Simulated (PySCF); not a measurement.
C6H7O3P.
Numbering: `[CH3:1][O:2][C:3](=[O:4])[c:5]1[cH:6][p:7][c:8]([CH3:9])[o:10]1`

Structure used (GFN2-xTB), in Å, numbered top down from 1:
```
atom  x, y, z in Å
C1     3.025   -1.137   -0.450
O2     1.689   -0.735   -0.186
C3     1.507    0.507    0.281
O4     2.391    1.307    0.469
C5     0.088    0.784    0.539
C6    -0.428    1.947    1.045
P7    -2.174    1.849    1.208
C8    -2.059    0.243    0.579
C9    -3.162   -0.725    0.330
O10   -0.824   -0.167    0.281
H11    3.661   -0.260   -0.582
H12    3.395   -1.732    0.388
H13    3.009   -1.740   -1.356
H14    0.184    2.792    1.298
H15   -4.111   -0.290    0.631
H16   -3.206   -0.986   -0.728
H17   -2.995   -1.645    0.891
```

NICS = −σ at a ghost point: NICS(0) at the centroid of the ring atoms, NICS(1) 1 Å to either side along the normal of their mean plane, zz for the tensor component along that normal. Level: GIAO PBE0/pcSseg-1 (PySCF, non-relativistic, gas phase) on the GFN2-xTB geometry, one conformer.

Ring bond lengths (Å), with Mayer bond orders in brackets: C5–C6 1.369 (1.50), C6–P7 1.756 (1.18), P7–C8 1.728 (1.46), C8–O10 1.335 (1.10), O10–C5 1.342 (1.03).

Problem. Give the NICS values of each ring in ppm.

Solution. 
| ring | type | NICS(0) | NICS(1), two faces | NICS(1)zz, two faces | rms pucker (Å) | centre to ring atoms, mean (Å) |
| --- | --- | --- | --- | --- | --- | --- |
| C5–C6–P7–C8–O10 | 5-membered ring with O and P; formal bonds all aromatic | -10.4 | -10.6 / -10.6 | -23.6 / -23.5 | 0.00 | 1.27 |

Problem. What can be read from them?

Solution. 
- C5–C6–P7–C8–O10: mean NICS(1)zz -23.6 ppm, shielded.

Problem. What does the geometric index give? Use HOMA with the parameters of Krygowski (1993).

Solution. 
- C5–C6–P7–C8–O10: HOMA 0.54; the largest term is that of O10–C5, α(R − Ropt)² = 0.94.

Problem. At the first NICS(1) probe listed for ring C5–C6–P7–C8–O10, 1 Å off the ring, how large is the induced field along the normal in 9.4 T applied along it?

Solution. NICSzz × B0 = -23.6 ppm × 9.4 T = -222 μT, against the applied field.

Problem. List the ring angles and the Hirshfeld charges of the ring atoms.

Solution. 
- C5–C6–P7–C8–O10: C5 114.6° (+0.035 e), C6 111.2° (-0.122 e), P7 87.2° (+0.041 e), C8 115.3° (+0.035 e), O10 111.6° (-0.041 e); sum 540.0° against 540° for a flat convex ring.

The run took 47 s of wall time (with the writing of density and orbital grids) on Arm Neoverse V1, one thread, no GPU, shared host, and the process peaked at 0.94 GiB of memory. This is the whole shielding run at PBE0/pcSseg-1, SCF included.
